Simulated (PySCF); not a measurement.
Atom-mapped SMILES (the numbers label the heavy atoms): `[CH:1]#[C:2]/[CH:3]=[C:4](\[F:5])[C:6]#[CH:7]`. Hydrogens are named by the atom that carries them.

Geometry: PBE0-D3(BJ)/def2-SVP; GIAO shifts from PySCF, gas phase, non-relativistic, averaged over equivalent atoms.

At PBE0/IGLO-III (275 basis functions, 42 s wall time on 1 thread of an Arm Neoverse V1, shared host):
| atoms | δ (ppm) |
| --- | --- |
| C4 | 162.6 |
| C3 | 107.6 |
| C1 | 102.0 |
| C7 | 93.6 |
| C6 | 80.4 |
| C2 | 78.8 |
| F5 | -88.2 |
| H(C3) | 5.56 |
| H(C1) | 3.67 |
| H(C7) | 3.38 |

Chemical shifts δ = σref − σ; 13C (183.78 ppm) and 1H (31.37 ppm) against TMS; 19F (174.63 ppm) vs CFCl3, all at this level.

What do these become at OPBE/pcSseg-2?

## Answers


```tsv
atoms	δ at OPBE/pcSseg-2	change
C4	157.2	-5.4
C3	102.5	-5.1
C1	99.2	-2.8
C7	91.0	-2.6
C6	81.7	+1.3
C2	81.2	+2.4
F5	-88.5	-0.3
H(C3)	5.61	+0.05
H(C1)	3.66	-0.01
H(C7)	3.34	-0.04
```

Chemical shifts δ = σref − σ; TMS for 13C (σref 184.41), 1H (σref 31.20); 19F (σref 155.15) against CFCl3, all at this level.

The largest change is at C4 (fully substituted alkene carbon). Cost: 294 basis functions. The order of the carbon signals is the same at both levels.

Unscaled 19F shifts against computed CFCl3 carry errors that often reach 10 to 50 ppm.
